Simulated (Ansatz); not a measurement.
Geometry optimisation, Ansatz 0.2.0, RKS B3LYP-D4/def2-SVP.

input.yaml

```yaml
crystal:
  periodic: [false, false, false]
  atoms:
    - { symbol: Si, position_ang: [-1.259567, 1.122841, -1.239315] }
    - { symbol: F, position_ang: [-0.282625, 0.078171, -2.084335] }
    - { symbol: H, position_ang: [-0.484341, 2.342788, -0.910665] }
    - { symbol: H, position_ang: [-1.77478, 0.435051, -0.02973] }
    - { symbol: H, position_ang: [-2.389746, 1.457029, -2.148282] }
    - { symbol: H, position_ang: [1.32992, -0.199335, -0.648002] }
    - { symbol: O, position_ang: [1.212787, 0.099948, 0.265221] }
    - { symbol: Si, position_ang: [0.972234, -1.078069, 1.425407] }
    - { symbol: H, position_ang: [0.388043, -0.39053, 2.607159] }
    - { symbol: H, position_ang: [0.034857, -2.13455, 0.937689] }
    - { symbol: H, position_ang: [2.253318, -1.733343, 1.824753] }
basis:
  gaussian: { orbitals: def2-SVP }
hamiltonian:
  xc: b3lyp
  dispersion: d4
relax:
  f_tol: 0.03
  max_steps: 50
```

Command:

```bash
$ ansatz run input.yaml --threads 2 --pin off --max-ram 3072MiB --backend cpu --events-out ev --progress --plain --runs-dir out
```

Q: Where does it end, and by what steps?

A: It converged. The force dipped under the threshold on the way, but the program's further checks kept it going. After 14 steps the energy has fallen by 0.025 eV; H9 moved furthest, 0.65 Å.

```
step  energy less start (eV)  largest force component (eV/Å)  accepted
   0                  0.0000                           0.361       yes
   1                 -0.0090                           0.167       yes
   2                 -0.0128                           0.058       yes
   3                 -0.0151                           0.089       yes
   4                 -0.0166                           0.076       yes
   5                 -0.0182                           0.097       yes
   6                 -0.0194                           0.068       yes
   7                 -0.0223                           0.068       yes
   8                 -0.0227                           0.109       yes
   9                 -0.0238                           0.047       yes
  10                 -0.0242                           0.006       yes
  11                 -0.0245                           0.020       yes
  12                 -0.0245                           0.051        no
  13                 -0.0247                           0.011       yes
  14                 -0.0247                           0.013       yes
```

```xyz
11
Properties=species:S:1:pos:R:3
Si -1.270 1.087 -1.342
F -0.048 0.187 -1.984
H -0.713 2.377 -0.869
H -1.905 0.310 -0.249
H -2.244 1.310 -2.444
H 1.165 0.012 -0.507
O 1.149 0.208 0.442
Si 1.001 -1.086 1.488
H 0.970 -0.514 2.859
H -0.256 -1.858 1.240
H 2.152 -2.033 1.367
```

Run time: 33 s on 2 threads of Arm Neoverse V1, on a shared host, peak memory 0.2 GiB.
